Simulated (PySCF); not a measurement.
## Dy³⁵⁺ (dysprosium, charge +35) across methods

[Ar] 3d10 4s2 4p1, 2P determinant. Calculation: PySCF 2.14, in an even-tempered Gaussian basis (17 s from 3 bohr⁻², ratio 2.5; 12 p from 3.9 bohr⁻², ratio 2.5; 8 d from 6.9 bohr⁻², ratio 2.5; 4 f from 20 bohr⁻², ratio 2.7; 4 g from 30 bohr⁻², ratio 2.7); the non-relativistic Hamiltonian (point nucleus).

```csv
method,E (hartree),mean ε 4s α (eV),mean ε 4s β (eV),mean ε 4p α (eV),Σ⟨r²⟩ (bohr²),⟨S²⟩
UHF,-10939.67970,-1521.6,-1510.5,-1451.6,1.939,0.753
LDA,-10933.23,-1500.2,-1496.2,-1431.1,1.937,0.750
r2SCAN,-10941.06,-1500.8,-1494.9,-1432.2,1.938,0.751
PW91,-10941.52,-1500.3,-1496.0,-1431.4,1.936,0.751
PBE,-10940.48,-1499.9,-1495.6,-1431.0,1.936,0.751
PBE0,-10940.71,-1505.6,-1499.7,-1436.4,1.937,0.751
```

(1) Estimate the same row for BP86.

A non-relativistic calculation at this Z misses sizeable relativistic shifts. Spin-orbit coupling, absent here, splits the open shell strongly.

## Answers

(1) E (hartree) = -10941.83; mean ε 4s α (eV) = -1500.0; mean ε 4s β (eV) = -1495.8; mean ε 4p α (eV) = -1431.2; Σ⟨r²⟩ (bohr²) = 1.936; ⟨S²⟩ = 0.751.
